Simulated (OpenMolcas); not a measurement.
**Ga II: terms and fine structure**

* Program: OpenMolcas 26.06
* Method: MS-CASPT2, IPEA 0.25 Eh, imaginary shift 0.1 Eh (closed shells correlated: 3d)
* Basis: ANO-RCC-VQZP [7s6p4d2f1g]
* Scalar Hamiltonian: DKH2, point nucleus
* Active space: 2 electrons in 8 orbitals (4s 4p 5s 5p)
* State averaging: 2S+1 = 3 even, 3 roots; 2S+1 = 1 even, 7 roots; 2S+1 = 3 odd, 3 roots; 2S+1 = 1 odd, 3 roots
* Spin-orbit coupling: state interaction with AMFI integrals over the reference wave functions, term energies averaged over their components

With spin-orbit coupling, above the lowest level:

```tsv
Configuration	Term	J	E (eV)	Measured (eV)	Term weight %
4s²	¹S	0	0.0000	0.0000	100
4s 4p	³P°	0	5.735	5.8728	100
4s 4p	³P°	1	5.782	5.9282	100
4s 4p	³P°	2	5.880	6.0442	100
4s 4p	¹P°	1	8.818	8.7658	100
```

Against the 4 measured excited levels shown (NIST Handbook of Basic Atomic Spectroscopic Data) the mean absolute deviation is 1000 cm-1; the largest miss in energy is 4s 4p ³P°₂: computed 5.880, measured 6.0442 eV (-2.7 %).

Over all roots computed the reference weight is 0.88 to 0.96; the roots of lowest weight are the least certain, and an intruder state may touch them. The run also gave levels led by 4s 5s, which use shells meant for correlation; these and all levels above them are left out. Measured partners are found by configuration, term and J. A level has none where our copy of the source lacks it or the pairing is in doubt (some pairs that miss far off the trend of their configuration count as doubtful), and it then counts in no deviation. Levels of configurations outside the active space are missing. The first state left out of the spin-orbit step lies near 120000 cm-1 above the lowest spin-free state of the reference (among the parities and spins computed), and the list stops at four fifths of that energy or lower.

The term weight is that of the spin-free term in the level, not the purity of its configuration. ° marks odd parity.
